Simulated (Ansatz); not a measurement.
The lowest singlet and triplet of CH2 (SMILES [CH2]); geometries from B3LYP-D3(BJ)/def2-TZVP, each state relaxed from the structure named, with no frequency check.
Singlet (charge 0, multiplicity 1):
```xyz
3

C     -0.0007     0.1750     0.0000
H     -0.8600    -0.5287     0.0000
H      0.8644    -0.5215     0.0000
```
Triplet (charge 0, multiplicity 3):
| atom | x (Å) | y (Å) | z (Å) |
|---|---|---|---|
| C | -0.0004 | 0.1031 | 0.0000 |
| H | -0.9952 | -0.3128 | 0.0000 |
| H | 0.9974 | -0.3058 | 0.0000 |

A positive gap puts the triplet lower; no zero-point energy. R- takes a restricted singlet. U- takes an unrestricted singlet (broken symmetry where lower, unprojected). The triplet is unrestricted in single-reference levels.

Correlated levels freeze the cores.

The values were computed with Ansatz (a quantum-chemistry and plane-wave program). Each number belongs to the level named beside it.

Question: Predict the gap E(singlet) − E(triplet), adiabatic from U-B2PLYP/def2-TZVPP (spin-contaminated).

Answer: 8.2 kcal/mol

Question: Give the gap E(singlet) − E(triplet), adiabatic at the level U-r2SCAN/def2-TZVPP (spin-contaminated).

Answer: 10.9 kcal/mol

Question: Estimate the gap E(singlet) − E(triplet), adiabatic that R-B2PLYP/def2-TZVPP returns for this input.

Answer: 12.2 kcal/mol

Doubts at one or more of the structures used: a restricted determinant that unrestricted orbitals would lower (R-B2PLYP/def2-TZVPP).
